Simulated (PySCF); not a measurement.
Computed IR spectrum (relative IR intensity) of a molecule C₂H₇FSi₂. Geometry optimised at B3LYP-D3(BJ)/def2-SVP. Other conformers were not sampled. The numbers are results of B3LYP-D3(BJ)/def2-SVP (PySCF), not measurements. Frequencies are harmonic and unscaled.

```json
[
 {"ν (cm⁻¹)": "469", "relative intensity": "5.7"},
 {"ν (cm⁻¹)": "601", "relative intensity": "5.8"},
 {"ν (cm⁻¹)": "672", "relative intensity": "21"},
 {"ν (cm⁻¹)": "711", "relative intensity": "23"},
 {"ν (cm⁻¹)": "743", "relative intensity": "15"},
 {"ν (cm⁻¹)": "756", "relative intensity": "26"},
 {"ν (cm⁻¹)": "847", "relative intensity": "5.1"},
 {"ν (cm⁻¹)": "913", "relative intensity": "31"},
 {"ν (cm⁻¹)": "953", "relative intensity": "41"},
 {"ν (cm⁻¹)": "959", "relative intensity": "99"},
 {"ν (cm⁻¹)": "966", "relative intensity": "17"},
 {"ν (cm⁻¹)": "978", "relative intensity": "23"},
 {"ν (cm⁻¹)": "2220", "relative intensity": "45"},
 {"ν (cm⁻¹)": "2235", "relative intensity": "17"},
 {"ν (cm⁻¹)": "2240", "relative intensity": "100"},
 {"ν (cm⁻¹)": "3079", "relative intensity": "2.5"},
 {"ν (cm⁻¹)": "3105", "relative intensity": "3.8"}
]
```

Task: Pick the molecule that these values belong to.
(A) F/C=C\[SiH2][SiH3]
(B) F[SiH2]/C=C\[SiH3]
(C) FC1[SiH2]C[SiH2]1
(D) F[C@H]1C[SiH2][SiH2]1

Result: B, F[SiH2]/C=C\[SiH3]
